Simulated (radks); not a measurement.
Task: Spherical quantum dot in the effective-mass picture: electrons in a parabolic well V = omega^2 r^2 / 2 with omega = 4.58, with a point charge +1 (a donor) at the centre, all in effective atomic units (hartree* = m*/eps^2 hartree, bohr* = eps/m* bohr), one dielectric constant everywhere. Method: non-relativistic Kohn-Sham, exchange-only LDA, spin-polarised, spherical densities; computed with a radial shooting solver with Libxc functionals. Levels are named by radial order and angular momentum (1s, 1p, 1d, 2s, ...), and open shells are averaged over m. At N = 29 the configuration is 1s2 1p6 1d10 2s2 1f(up 7, down 2). Does electron 30 go into 2p down or 1f down or 2p up?

Result: Into 1f down. The total energies of the other choices lie higher by 0.122 hartree* (2p up), 0.228 hartree* (2p down).
